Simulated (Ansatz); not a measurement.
Ansatz (a quantum-chemistry and plane-wave program) input:
A basis named .json is the Basis Set Exchange file of that set.

Ansatz 0.2 input:
```yaml
crystal:
  periodic: [false, false, false]
  atoms:
    - {symbol: Te, position_ang: [-0.00000000, -0.00000000, -0.03157231]}
    - {symbol: H, position_ang: [0.00000000, 0.00000000, 1.64175989]}
basis:
  gaussian:
    orbitals: def2-QZVPPD.json
total_charge: 1
magnetization: {spin_polarized: false}
correlation: {method: ccsd_t, electrons: outside_noble_gas}
```

### Question
Predict the final energy.

### Answer
-267.36313 Eh (CCSD(T)/def2-QZVPPD). The basis has 124 functions.
